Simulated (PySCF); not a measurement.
**Structure from NMR data**

An unknown has the formula C5H11N3OSi. Its calculated NMR data are:

¹H NMR (500 MHz, computed): δ 7.09 (s, 1H), 5.40 (sept, 1H), 4.31 (s, 3H), 0.57 (d, 6H).

¹³C{¹H} NMR (computed): δ 168.5 (C), 115.4 (CH), 58.1 (CH3), -0.5 (CH3, 2C).

Computed data (PySCF): GFN2-xTB geometry, shieldings: GIAO PBE0/pcSseg-1. Isolated molecule, one computed conformer, relativity neglected, one averaged value for each set of equivalent atoms.

References, each an isolated molecule treated in the same way: TMS for ¹H (σ = 31.72 ppm) and ¹³C (σ = 186.93 ppm).

**Question.** Propose a structure and justify it.

**Answer.** 
1. The formula gives 3 degrees of unsaturation (1 ring in the answer).
2. 4 carbon signals for 5 carbons: some carbons are equivalent by symmetry or fast rotation.
3. Carbon types of the structure: 1 × C, 1 × CH, 3 × CH3, leaving 1 H on heteroatoms.
4. δC 168.5: aromatic carbon bearing oxygen; an ipso carbon deshielded by its heteroatom.
5. δC 115.4: aromatic CH next to a ring nitrogen; resonance donation from the substituent shields this position.
6. δC 58.1: methyl carbon bonded to O; deshielded by the electronegative neighbour.
7. δC -0.5: methyl carbon bonded to Si; an electropositive neighbour leaves it electron-rich and shielded.
8. δH 7.09: hydrogen on an aromatic CH next to a ring nitrogen; it sits in the deshielding region of the aromatic ring current.
9. δH 4.31: hydrogen on a methyl carbon bonded to O; its carbon carries O, which withdraws density.
10. δH 0.57: hydrogen on a methyl carbon bonded to Si; an electropositive neighbour shields it, as in TMS itself.

The compound is SMILES COc1cn([SiH](C)C)nn1.

This is the structure that produced the data.

Shifts are as computed. Against solution values, carbons near 30 ppm lie about +3 ppm off and those near 130 ppm about +5 ppm. Of 1211 compounds with measured shifts, 218 miss one by over three times the rms of a fit or turn the order of signals round; such compounds aren't used in these exercises. Multiplicities follow the n + 1 count of equivalent neighbours, as no J values were calculated; m marks all less simple cases, F and P coupling included.
